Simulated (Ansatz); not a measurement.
Computed with Ansatz on PBE0-D4/def2-TZVP structures; ΔE is electronic, products minus reactants. CCSD(T)/CBS is the MP2 limit (def2-TZVPP, def2-QZVPP) plus CCSD(T) − MP2 in def2-TZVPP, frozen cores. DFT in def2-TZVPP. HSE06 is defined as in plane-wave codes. def2 core potentials past Kr. For Zr outer-core shells are correlated without core-valence functions, which leaves a few kJ/mol of doubt a bond. One conformer a species, not always the lowest.

Reaction (formal exchange of groups at a Zr–O bond): `C#[C][Zr]([OH])([OH])[Cl]` + `Cc1ccc(N(C)C)cc1` → `C#[C][Zr]([OH])([Cl])[N](C)C` + `Cc1ccc(O)cc1`

```
          level  ΔE (kJ/mol)  difference from CCSD(T)/CBS
    LDA (SPW92)         81.2                          7.2
      revPBE-D4         72.8                         -1.2
     r2SCAN0-D4         75.6                          1.6
       HSE06-D4         73.0                         -1.0
         revPBE         64.2                         -9.8
    HF/def2-SVP         84.0                         10.0
 MP2/def2-TZVPP         74.3                          0.3
CCSD/def2-TZVPP         71.0                         -3.0
  HF/def2-QZVPP         78.3                          4.3
  MP2/CBS(def2)         79.2                          5.2
    CCSD(T)/CBS         74.0                            0
```

Largest T1 diagnostic among the species: 0.017.

From PBE to PBE0 (25 % exact exchange), in def2-TZVPP and without D4, ΔE moves by +3.7 kJ/mol. In def2-TZVPP, CCSD(T) changes the Hartree–Fock value by −8.6 kJ/mol (the triples alone add −1.9 kJ/mol) and MP2 by −3.5 kJ/mol.
